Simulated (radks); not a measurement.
The mean radii <r> (bohr) of the occupied orbitals of an atom or ion are listed with their occupations. All-electron calculation, scalar-relativistic Kohn-Sham, LDA (Slater exchange, VWN5 correlation), spin-polarised, spherical densities, point nucleus. Program: a radial shooting solver on a logarithmic mesh with Libxc functionals.

orbital  occ.      <r>
1s up       1  0.02320
1s down     1  0.02320
2s up       1  0.09903
2s down     1  0.09902
2p up       3  0.08713
2p down     3  0.08713
3s up       1   0.2609
3s down     1   0.2608
3p up       3   0.2591
3p down     3   0.2589
3d up       5   0.2364
3d down     5   0.2362
4s up       1   0.5934
4s down     1   0.5932
4p up       3   0.6284
4p down     3   0.6283
4d up       5   0.6889
4d down     5   0.6894
5s up       1    1.433
5s down     1    1.449
5p up       3    1.683
5p down     3    1.707
4f up       5    1.033
6s up       1    3.868

Name the element and its charge. Open shells, if any, are filled with parallel spins first.

Answer. Z = 61, promethium, charge +1: Pm+ in [Xe] 4f5 6s1. The 1s radius gives Z: for a bare nucleus <r> = (2 gamma + 1)/(2Z) with gamma = sqrt(1 - (Z/c)^2), 0.02288 bohr for Z = 61, and screening makes it slightly larger (0.02320 here). The occupations add up to 60, and the charge is Z minus that.
